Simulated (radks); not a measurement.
The numbers below are computed, except where a source is named.
All-electron atom: Cl VIII in [Ne]. Level of theory: scalar-relativistic Kohn-Sham, LDA (Slater exchange, Perdew-Wang correlation), spin-polarised, spherical densities, finite nucleus; Fermi nuclear charge, rms radius 3.3654 fm (a radial shooting solver on a logarithmic mesh with Libxc functionals).

Unscreened Slater integrals over Kohn-Sham orbitals (cm^-1). They are taken over the spin-up orbitals. Empty in this configuration: 3s.

integral,value
"F0(2p,2p)",502370
"F2(2p,2p)",233760
"F0(2p,2s)",471570
"G1(2p,2s)",277850
"F0(2p,1s)",698800
"G1(2p,1s)",104970
"F0(2p,3s)",212510
"G1(2p,3s)",20406
"F0(2s,2s)",451250
"F0(2s,1s)",636090
"G0(2s,1s)",54079
"F0(2s,3s)",209590
"G0(2s,3s)",16165
"F0(1s,1s)",2265200
"F0(1s,3s)",239010
"G0(1s,3s)",9216.4
"F0(3s,3s)",161470
